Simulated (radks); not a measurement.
Task: The mean radii <r> (bohr) of the occupied orbitals of an atom or ion are listed with their occupations. Method: scalar-relativistic Kohn-Sham, revPBE, spin-unpolarised, spherical densities, point nucleus; computed with a radial shooting solver on a logarithmic mesh with Libxc functionals.

| orbital | occ. | <r> |
|---|---|---|
| 1s | 2 | 0.05213 |
| 2s | 2 | 0.2351 |
| 2p | 6 | 0.2064 |
| 3s | 2 | 0.7095 |
| 3p | 6 | 0.7448 |
| 3d | 9 | 0.9418 |
| 4s | 1 | 2.500 |
| 5s | 1 | 7.862 |

Name the element and its charge.

Result: Z = 29, copper, charge 0: Cu in [Ar] 3d9 4s1 5s1. The 1s radius gives Z: for a bare nucleus <r> = (2 gamma + 1)/(2Z) with gamma = sqrt(1 - (Z/c)^2), 0.05094 bohr for Z = 29, and screening makes it slightly larger (0.05213 here). The occupations add up to 29, and the charge is Z minus that.
